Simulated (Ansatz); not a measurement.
A short molecular-dynamics run on [CuI2]- (CuI2⁻).

```yaml
crystal:
  periodic: [false, false, false]
  atoms:
    - {symbol: Cu, position_ang: [-0.000130, -0.000078, -0.000158]}
    - {symbol: I, position_ang: [-0.015760, -0.019877, 2.431628]}
    - {symbol: I, position_ang: [0.015890, 0.019944, -2.431470]}
basis:
  gaussian: {orbitals: def2-SVP}
total_charge: -1
hamiltonian: {xc: {name: PBE}, dispersion: d3bjatm}
md: {timestep: 2 fs, n_steps: 15, ensemble: nvt_nose_hoover, temperature: 300, initial_velocities: maxwell_boltzmann, seed: 559}
scf: {omitted_lower_state_checks: [starts]}
```

```sh
$ ansatz run in.yaml --threads 4 --pin off --events-out ev --progress --plain --max-ram 3916MiB
```

| step | time (fs) | potential energy (eV) | kinetic (eV) | T (K) | conserved (eV) |
| --- | --- | --- | --- | --- | --- |
| 0 | 0.0 | -60834.3936 | 0.0388 | 300 | -60834.3548 |
| 1 | 2.0 | -60834.3940 | 0.0392 | 303 | -60834.3548 |
| 2 | 4.0 | -60834.3940 | 0.0392 | 303 | -60834.3548 |
| 3 | 6.0 | -60834.3935 | 0.0387 | 300 | -60834.3548 |
| 4 | 8.0 | -60834.3927 | 0.0379 | 293 | -60834.3548 |
| 5 | 10.0 | -60834.3915 | 0.0367 | 284 | -60834.3548 |
| 6 | 12.0 | -60834.3901 | 0.0353 | 273 | -60834.3548 |
| 7 | 14.0 | -60834.3885 | 0.0337 | 261 | -60834.3548 |
| 8 | 16.0 | -60834.3868 | 0.0321 | 248 | -60834.3548 |
| 9 | 18.0 | -60834.3852 | 0.0304 | 236 | -60834.3548 |
| 10 | 20.0 | -60834.3837 | 0.0290 | 224 | -60834.3548 |
| 11 | 22.0 | -60834.3824 | 0.0276 | 214 | -60834.3548 |
| 12 | 24.0 | -60834.3813 | 0.0266 | 206 | -60834.3548 |
| 13 | 26.0 | -60834.3804 | 0.0258 | 199 | -60834.3548 |
| 14 | 28.0 | -60834.3799 | 0.0253 | 196 | -60834.3548 |
| 15 | 30.0 | -60834.3797 | 0.0251 | 194 | -60834.3548 |

Velocities are drawn at the set temperature; a run this short doesn't reach equilibrium.

In the def2 sets I takes a core potential; there is no spin–orbit coupling. The highest occupied level of an anion often lies above zero with these methods, and sets without diffuse functions describe the outer electron poorly.

Frames (Å, forces in eV/Å):

```xyz
3
time=0.0 fs
Cu    0.000    0.000    0.000    0.000    0.000    0.004
I    -0.016   -0.020    2.432   -0.002   -0.002    0.235
I     0.016    0.020   -2.431    0.001    0.002   -0.239
3
time=2.0 fs
Cu    0.003    0.002   -0.005   -0.003   -0.002    0.089
I    -0.016   -0.020    2.434    0.000   -0.001    0.179
I     0.015    0.020   -2.432    0.003    0.003   -0.268
3
time=4.0 fs
Cu    0.006    0.003   -0.009   -0.006   -0.004    0.172
I    -0.017   -0.021    2.437    0.002    0.001    0.125
I     0.014    0.019   -2.432    0.004    0.004   -0.297
3
time=6.0 fs
Cu    0.008    0.005   -0.013   -0.010   -0.007    0.252
I    -0.018   -0.021    2.440    0.004    0.002    0.073
I     0.014    0.019   -2.433    0.006    0.005   -0.325
3
time=8.0 fs
Cu    0.011    0.007   -0.017   -0.013   -0.009    0.328
I    -0.019   -0.022    2.442    0.006    0.003    0.023
I     0.013    0.018   -2.434    0.007    0.005   -0.351
3
time=10.0 fs
Cu    0.014    0.008   -0.021   -0.016   -0.011    0.398
I    -0.019   -0.022    2.445    0.008    0.005   -0.024
I     0.012    0.018   -2.435    0.008    0.006   -0.375
3
time=12.0 fs
Cu    0.017    0.010   -0.025   -0.020   -0.013    0.463
I    -0.020   -0.022    2.448    0.011    0.006   -0.068
I     0.012    0.018   -2.436    0.009    0.007   -0.396
3
time=14.0 fs
Cu    0.020    0.012   -0.028   -0.023   -0.015    0.522
I    -0.021   -0.023    2.451    0.013    0.008   -0.109
I     0.011    0.017   -2.437    0.010    0.008   -0.413
3
time=16.0 fs
Cu    0.023    0.013   -0.031   -0.026   -0.018    0.574
I    -0.022   -0.023    2.453    0.015    0.009   -0.147
I     0.010    0.017   -2.438    0.011    0.008   -0.427
3
time=18.0 fs
Cu    0.025    0.015   -0.034   -0.029   -0.020    0.618
I    -0.022   -0.024    2.456    0.018    0.011   -0.181
I     0.010    0.016   -2.439    0.012    0.009   -0.437
3
time=20.0 fs
Cu    0.028    0.016   -0.036   -0.033   -0.022    0.655
I    -0.023   -0.024    2.459    0.020    0.012   -0.212
I     0.009    0.016   -2.441    0.013    0.009   -0.442
3
time=22.0 fs
Cu    0.031    0.018   -0.038   -0.036   -0.024    0.683
I    -0.024   -0.025    2.461    0.022    0.014   -0.241
I     0.008    0.016   -2.442    0.014    0.010   -0.443
3
time=24.0 fs
Cu    0.034    0.020   -0.040   -0.039   -0.026    0.704
I    -0.024   -0.025    2.464    0.025    0.015   -0.265
I     0.008    0.015   -2.444    0.015    0.010   -0.438
3
time=26.0 fs
Cu    0.036    0.021   -0.041   -0.042   -0.028    0.716
I    -0.025   -0.025    2.466    0.027    0.017   -0.287
I     0.007    0.015   -2.446    0.015    0.011   -0.429
3
time=28.0 fs
Cu    0.039    0.023   -0.041   -0.046   -0.030    0.721
I    -0.026   -0.026    2.468    0.029    0.018   -0.306
I     0.006    0.014   -2.448    0.017    0.011   -0.415
3
time=30.0 fs
Cu    0.042    0.024   -0.042   -0.049   -0.032    0.717
I    -0.026   -0.026    2.471    0.031    0.020   -0.322
I     0.006    0.014   -2.450    0.018    0.012   -0.396
```

It took 12 s on 4 threads of Intel Xeon Platinum 8559C on a shared host.
